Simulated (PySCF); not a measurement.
Work out the structure from these simulated measurements.

Elements present: C, H and N. Monoisotopic mass: 100.1121 u (electron mass counted); charge +1.

| Property | Result |
| --- | --- |
| Rotational structure | rotational constants A, B, C: 4.004, 2.272, 2.139 GHz [PBE0-D3(BJ)/def2-SVP] |
| Couplings | largest of the computed one-bond spin–spin couplings (means over like bonds): 13C–1H +153.7 (×4), 13C–1H +152.3 (×6), 13C–1H +143.9 (×4), 13C–13C +35.2 (×2), 13C–13C +31.4, 15N–13C -5.7 (×2), 15N–13C -4.2 (×2) Hz [B3LYP/pcJ-1, spin–dipole term left out for some pairs] |
| UV, strongest line | among the 10 lowest singlet transitions: S3 at 9.82 eV (126 nm, f = 0.038) [TDDFT PBE0/def2-SVPD] |
| UV, first state | lowest singlet excitation: 8.91 eV (139 nm, f = 0.002) [TDDFT PBE0/def2-SVPD] |
| XPS | C1s 295.3 (×2), C1s 296.6 (×2), C1s 296.8 (×2), N1s 412.7 eV [ΔSCF SCAN, pcX-2 on the ionised atom, pcseg-1 elsewhere, spin-free X2C] |
| 13C NMR | chemical shifts (computed TMS as zero) by class: 69.3 (2 C), 54.7 (2 C), 25.1 (2 C) ppm [GIAO PBE0/pcSseg-1] |

Electronic properties: PySCF, gas phase, density fitting. Levels stand in brackets. Geometry: PBE0-D3(BJ)/def2-SVP, one conformer, isolated ion. NMR classes are plain means over equivalent atoms (diastereotopic ones count apart unless rotation or inversion swaps them), as if these changed places fast.

Question: Which formula fits the mass and the elements?

Answer: C6H14N (calculated 100.1121). No other formula that holds each of these elements comes within 0.0003 u with a fitting electron parity and a possible valence count.

Question: Give a SMILES that accounts for the data.

Answer: Numbering: `[CH3:1][N+:2]1([CH3:3])[CH2:4][CH2:5][CH2:6][CH2:7]1`. 6 carbons fall into 3 classes; from least to most shielded: ring sp3 carbon bound to nitrogen [C4/C7] (69.3 ppm, 2 C), N-methyl carbon [C1/C3] (54.7 ppm, 2 C), ring CH2 carbon [C5/C6] (25.1 ppm, 2 C). The couplings run between: +153.7 Hz, sp3 carbon bound to nitrogen [C4] and its hydrogen (with 3 like pairs); +152.3 Hz, N-methyl carbon [C1] and its hydrogen (with 5 like pairs); +143.9 Hz, ring CH2 carbon [C5] and its hydrogen (with 3 like pairs); +35.2 Hz, sp3 carbon bound to nitrogen [C4] and ring CH2 carbon [C5] (with 1 like pair); +31.4 Hz, ring CH2 carbon [C5] and ring CH2 carbon [C6]; -5.7 Hz, ammonium nitrogen [N2] and N-methyl carbon [C1] (with 1 like pair); -4.2 Hz, ammonium nitrogen [N2] and sp3 carbon bound to nitrogen [C4] (with 1 like pair). The core levels belong to: C1s 295.3 eV, ring CH2 carbon [C5/C6]; C1s 296.6 eV, sp3 carbon bound to nitrogen [C4/C7]; C1s 296.8 eV, N-methyl carbon [C1/C3]; N1s 412.7 eV, ammonium nitrogen [N2]. One atom of each topological class was ionised and stands for its class. The optimised geometry has point group C1 and is an asymmetric top. Structure: `C1CC[N+](C1)(C)C`. Computed isomers that give other values at the same levels: `C[C@@H]1CCC[NH2+]C1` (rotational constant A: 3.486 GHz; this holds for the one conformer computed); `CCC[NH+]1CCC1` (lowest singlet excitation: 8.57 eV (145 nm, f = 0.006)). The assignments are read from this structure; whether some other isomer fits the data as well wasn't checked.
